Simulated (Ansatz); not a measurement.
Ansatz (a program for electronic structure) input:

Ansatz 0.2 input:
```yaml
crystal:
  periodic: [false, false, false]
  atoms:
    - {symbol: Ni, position_ang: [-0.00000000, -0.00000000, -0.77874125]}
    - {symbol: O, position_ang: [0.00000000, 0.00000000, 2.04940544]}
    - {symbol: C, position_ang: [0.00000000, 0.00000000, 0.90158524]}
basis:
  gaussian:
    orbitals: def2-TZVPD
hamiltonian:
  xc: {name: wB97M-V}
magnetization: {spin_polarized: true, initial_magnetization: 2}
```

### Question
Which total energy does the run end on?

### Answer
-1621.53198 Eh (wB97M-V/def2-TZVPD). The basis has 125 functions.

This state (charge 0, triplet) is run at the relaxed geometry of the species with charge 0 and multiplicity 1, and is a spin state other than that species' own.
